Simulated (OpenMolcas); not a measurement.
**Ca: effect of the level shift or regulariser**

```yaml
Program: OpenMolcas
Basis: ANO-RCC-VQZP [7s6p3d2f1g]
Scalar_Hamiltonian: DKH2, point nucleus
Active_space: 2 electrons in 4 orbitals (4s 4p)
State_averaging: 2S+1 = 3 even, 3 roots; 2S+1 = 1 even, 6 roots; 2S+1 = 3 odd, 3 roots; 2S+1 = 1 odd, 3 roots
Spin-orbit_coupling: state interaction with AMFI integrals over the reference wave functions, term energies averaged over their components
```

Methods on the same reference wave functions:
A. CASSCF
B. SS-CASPT2, IPEA 0.25 Eh, imaginary shift 0.1 Eh (closed shells correlated: 3s 3p)
C. SS-CASPT2, IPEA 0.25 Eh, imaginary shift 0.3 Eh (closed shells correlated: 3s 3p)

Energies in cm⁻¹ above 4s² ¹S₀, the measured ground level; measured values from NIST Handbook of Basic Atomic Spectroscopic Data.

```
     Level      A      B      C  Measured
   4s² ¹S₀    0.0    0.0    0.0       0.0
4s 4p ³P°₀  13526  14840  14876     15158
4s 4p ³P°₁  13563  14878  14914     15210
4s 4p ³P°₂  13639  14953  14989     15316
4s 4p ¹P°₁  28365  26584  26859     23652
   4p² ³P₀  38378  40436  40444     38418
   4p² ³P₁  38413  40471  40479     38465
   4p² ³P₂  38482  40537  40547     38552
   4p² ¹D₂  43354  41132  42606
```

Deviations, from unrounded energies. A percentage is the sum of absolute deviations over the sum of measured energies, with the sign that they share, or ± where signs differ.

```tsv
Against measurement	Levels	A	B	C
mean absolute deviation (cm-1)	7	1400	1400	1400
other configurations (%)	7	±5.3	±5.4	±5.5
```

A, B, C lie about equally close to measurement. The largest miss of A in the table is 4s 4p ¹P°₁, by +4700 cm-1. The ranking rests on the paired levels alone, and a cruder setting can come out closer through cancelling errors.

Between B and C the level of the table that moves most is 4p² ¹D₂, by 1500 cm-1 (lowest in B, highest in C).

The lowest spin-free term lies below A's lowest term by 0.267 hartree in B, 0.267 hartree in C.

The ¹D term of p² mixes with s d, which this space lacks. Without dynamic correlation excited terms often stand tens of per cent too high (terms of higher spin than the ground term too low), and those without a measured partner can miss by more than the paired ones (holds for A). Computed and measured levels are paired by configuration, term and J; levels that our copy of the source lacks, or whose pairing is in doubt (as where it misses far off the trend of its configuration), stay unpaired and out of the deviations. Only configurations of the active space appear.

° marks odd parity.
